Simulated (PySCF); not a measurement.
## Mass spectrum arithmetic for `CC(C)(C)N([SiH3])[SiH2]Br`

Species: `CC(C)(C)N([SiH3])[SiH2]Br`.

Calculated from tabulated atomic weights, isotope masses and abundances; no fragmentation.

Problem. What are the average molar mass and the monoisotopic mass?

Solution. For C4H14BrNSi2, with standard atomic weights, 4 × 12.011 + 1 × 14.007 + 2 × 28.085 + 1 × 79.904 + 14 × 1.008 = 212.237 g/mol. From the most abundant isotopes (12C, 14N, 28Si, 79Br, 1H), 4 × 12.000000 + 1 × 14.003074 + 2 × 27.976927 + 1 × 78.918337 + 14 × 1.007825 = 210.9848 u.

Problem. Work out the cluster of the molecular ion M+•, one line a nominal mass.

Solution. 
```tsv
nominal mass	m/z (centroid)	relative intensity
211	210.9843	95.4
212	211.9849	14.3
213	212.9822	100.0
214	213.9829	14.6
215	214.9796	7.1
216	215.9805	0.6
217	216.9771	0.1
```

Lines under 0.1 % of the tallest are left out. One electron mass, 0.00055 u, is taken off.

Problem. Give the mass fraction of each element.

Solution. C 22.64 %, N 6.60 %, Si 26.47 %, Br 37.65 %, H 6.65 %.

Problem. What resolving power m/Δm just matches the spacing of the species with one 30Si and with one 81Br?

Solution. They lie 0.00111 u apart at mass 212.98, so m/Δm is about 190000.

Problem. Which m/z would the protonated, sodiated and deprotonated molecule have?

Solution. [M+H]+ 211.9921, [M+Na]+ 233.9740, [M−H]− 209.9775, for the monoisotopic species (arithmetic only; whether such ions form is another matter).

Problem. What share of all molecules is the monoisotopic species?

Solution. 0.9893^4 × 0.99632 × 0.922297^2 × 0.5069 × 0.999885^14 = 41.08 %.

Problem. Protons, neutrons, electrons, and exact less nominal mass of the monoisotopic species?

Solution. 108 protons, 103 neutrons and 108 electrons; 210.9848 − 211 = -0.0152 u.
